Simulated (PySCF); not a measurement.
Cl2Mg (SMILES [Cl][Mg][Cl]), singlet, geometry from GFN2-xTB (such geometries of metal compounds can be far from the true shape); PySCF with M062X/cc-pVDZ.

PySCF was given this input:
```python
from pyscf import gto, scf, dft

mol = gto.M(
    atom='''
Mg    0.193997    0.278208    0.272822
Cl    1.387431    0.247934   -1.484504
Cl   -1.524370   -0.444316    1.291924
''',
    basis='cc-pvdz',
    charge=0,
    spin=0,
    verbose=4,
)

mf = dft.RKS(mol)
mf.xc = 'm062x'
mf.kernel()
mf.analyze()
```

The log (banner, timings and long lists left out):

```
PySCF version 2.14.0

[INPUT] verbose = 4
[INPUT] num. atoms = 3
[INPUT] num. electrons = 46
[INPUT] charge = 0
[INPUT] spin (= nelec alpha-beta = 2S) = 0
[INPUT] symmetry False subgroup None
[INPUT] Mole.unit = angstrom
[INPUT] Symbol           X                Y                Z      unit          X                Y                Z       unit  Magmom
[...]
nuclear repulsion = 139.088064117175
number of shells = 15
number of NR pGTOs = 123
number of NR cGTOs = 54
basis = cc-pvdz
ecp = {}

******** <class 'pyscf.dft.rks.RKS'> ********
method = RKS
initial guess = minao
damping factor = 0
level_shift factor = 0
DIIS = <class 'pyscf.scf.diis.CDIIS'>
diis_start_cycle = 1
diis_space = 8
diis_damp = 0
SCF conv_tol = 1e-09
SCF conv_tol_grad = None
SCF max_cycles = 50
direct_scf = True
direct_scf_tol = 1e-13
XC library pyscf.dft.libxc version 7.1.2
    S. Lehtola, C. Steigemann, M. J. T. Oliveira, and M. A. L. Marques,  SoftwareX 7, 1–5 (2018)
XC functionals = m062x
    Y. Zhao and D. G. Truhlar,  Theor. Chem. Acc. 120, 215 (2008)
    Y. Zhao and D. G. Truhlar,  Theor. Chem. Acc. 120, 215 (2008)
radial grids:
    Treutler-Ahlrichs [JCP 102, 346 (1995); DOI:10.1063/1.469408] (M4) radial grids

becke partition: Becke, JCP 88, 2547 (1988); DOI:10.1063/1.454033
pruning grids: <function nwchem_prune>
grids dens level: 3
symmetrized grids: False
atomic radii adjust function: <function treutler_atomic_radii_adjust>
small_rho_cutoff = 0
Set gradient conv threshold to 3.16228e-05
Initial guess from minao.
tot grids = 56344
init E= -1120.65324460995
[...]
cycle= 1 E= -1120.52563349455  delta_E= 0.128  |g|= 0.353  |ddm|= 1.44
[...]
cycle= 2 E= -1120.54643153815  delta_E= -0.0208  |g|= 0.292  |ddm|=  0.8
[...]
cycle= 3 E= -1120.57240040443  delta_E= -0.026  |g|= 0.00872  |ddm|= 0.335
[...]
cycle= 4 E= -1120.5724764428  delta_E= -7.6e-05  |g|= 0.00285  |ddm|= 0.0234
[...]
cycle= 5 E= -1120.57248119235  delta_E= -4.75e-06  |g|= 0.000903  |ddm|= 0.00594
[...]
cycle= 6 E= -1120.57248172305  delta_E= -5.31e-07  |g|= 0.000139  |ddm|= 0.00161
[...]
cycle= 7 E= -1120.57248174116  delta_E= -1.81e-08  |g|= 1.84e-05  |ddm|= 0.000355
[...]
cycle= 8 E= -1120.57248174134  delta_E= -1.82e-10  |g|= 5.64e-06  |ddm|= 3.41e-05
[...]
Extra cycle  E= -1120.57248174135  delta_E= -1.32e-11  |g|= 3.03e-06  |ddm|= 9.08e-06
converged SCF energy = -1120.57248174135
**** SCF Summaries ****
Total Energy =                       -1120.572481741350884
Nuclear Repulsion Energy =             139.088064117175151
One-electron Energy =                -1829.013954460002424
Two-electron Energy =                  569.353408601476303
Two-electron Coulomb Energy =          642.474895262830955
DFT Exchange-Correlation Energy =      -73.121486661354595
HOMO-LUMO gap [eV] =                     8.549362384043265
**** MO energy ****
[...]
 ** Mulliken pop on meta-lowdin orthogonal AOs  **
 ** Mulliken pop  **
 ** Mulliken atomic charges  **
charge of    0Mg =      1.44366
charge of    1Cl =     -0.72183
charge of    2Cl =     -0.72183
Dipole moment(X, Y, Z, Debye):  1.31866,  1.89081,  1.85400
```
